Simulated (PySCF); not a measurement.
# CeO₂: from structure and modes to constants

Method: PBE0/[Ce def2-TZVP with ECP28, O def2-TZVP], scalar-relativistic core potentials, density fitting, no spin–orbit coupling, PySCF.

The singlet minimum has C2v symmetry. Masses (u): Ce 139.90544, O 15.99492.

```xyz
3
charge 0 multiplicity 1, angstrom
Ce    0.0000    0.0000   -0.0977
O     1.7063    0.0000    0.4727
O    -1.7063    0.0000    0.4727
```

Harmonic wavenumbers (cm⁻¹): 71.5 (a1, ×1), 813.9 (a1, ×1), 821.2 (b2, ×1).

**Question.** Find the principal moments of inertia and the rotational constants. What kind of rotor is it?

**Answer.** About the centre of mass I = 8.4721, 93.135, 101.61 u Å². With B = 16.8576/I this gives 1.99, 0.181, 0.1659 cm⁻¹. The molecule is an asymmetric top with κ = -0.98.

**Question.** What is the harmonic zero-point energy?

**Answer.** Half the sum of all 3 wavenumbers, 1707/2 = 853 cm⁻¹, which is 10.2 kJ/mol (1 cm⁻¹ = 0.0119627 kJ/mol).

**Question.** Find the vibrational entropy and heat capacity at 298.15 K.

**Answer.** With u = 1.43878 ω/T, each mode gives S = R[u/(eᵘ−1) − ln(1−e⁻ᵘ)] and C = R u² eᵘ/(eᵘ−1)².
```csv
ω (cm⁻¹),u,S (J/(mol K)),C (J/(mol K))
71.5,0.345,17.21,8.23
813.9,3.928,0.82,2.63
821.2,3.963,0.80,2.58
```
The sums over all modes are S = 18.8 and C = 13.4 J/(mol K); the softest mode gives 91 % of the entropy.

Other isomers or separated fragments may lie lower.
